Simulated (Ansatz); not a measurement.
Geometry optimisation, RKS PBE0/def2-SVP (Ansatz).

input.yaml

```yaml
crystal:
  periodic: [false, false, false]
  atoms:
    - { symbol: F, position_ang: [0.87113, -1.39179, 1.05736] }
    - { symbol: B, position_ang: [0.56522, -1.49107, -0.19719] }
    - { symbol: S, position_ang: [-0.23767, -0.07667, -0.98817] }
    - { symbol: S, position_ang: [-0.51026, -0.76071, -2.97442] }
    - { symbol: H, position_ang: [0.77931, -2.44061, -0.83534] }
    - { symbol: H, position_ang: [-0.02311, 0.33223, -3.62072] }
    - { symbol: H, position_ang: [-1.7975, -0.35315, -3.1373] }
total_charge: 1
basis:
  gaussian: { orbitals: def2-SVP }
hamiltonian:
  xc: pbe0
relax:
  f_tol: 0.015
  max_steps: 40
```

Command:

```bash
$ ansatz run input.yaml --threads 1 --pin off --max-ram 2048MiB --backend cpu --events-out ev --progress --plain --runs-dir out
```

Where does it end, and by what steps?

The forces met the threshold. After 6 steps the energy has fallen by 0.106 eV; S3 moved furthest, 0.11 Å.

```json
{"step": "0", "energy less start (eV)": "0.0000", "largest force component (eV/Å)": "1.188", "accepted": "yes"}
{"step": "1", "energy less start (eV)": "-0.0703", "largest force component (eV/Å)": "0.710", "accepted": "yes"}
{"step": "2", "energy less start (eV)": "-0.0959", "largest force component (eV/Å)": "0.381", "accepted": "yes"}
{"step": "3", "energy less start (eV)": "-0.1005", "largest force component (eV/Å)": "0.250", "accepted": "yes"}
{"step": "4", "energy less start (eV)": "-0.1031", "largest force component (eV/Å)": "0.082", "accepted": "yes"}
{"step": "5", "energy less start (eV)": "-0.1054", "largest force component (eV/Å)": "0.042", "accepted": "yes"}
{"step": "6", "energy less start (eV)": "-0.1055", "largest force component (eV/Å)": "0.008", "accepted": "yes"}
```

```xyz
7
Properties=species:S:1:pos:R:3
F 0.857 -1.384 1.021
B 0.555 -1.495 -0.230
S -0.254 0.023 -0.950
S -0.483 -0.741 -2.887
H 0.757 -2.465 -0.909
H 0.005 0.302 -3.619
H -1.790 -0.422 -3.121
```

Whether the end is a true minimum wasn't checked by a vibrational analysis.

The run took 23 s on 1 thread of Intel(R) Xeon(R) Processor @ 2.70GHz (shared host), peak memory 0.16 GiB.
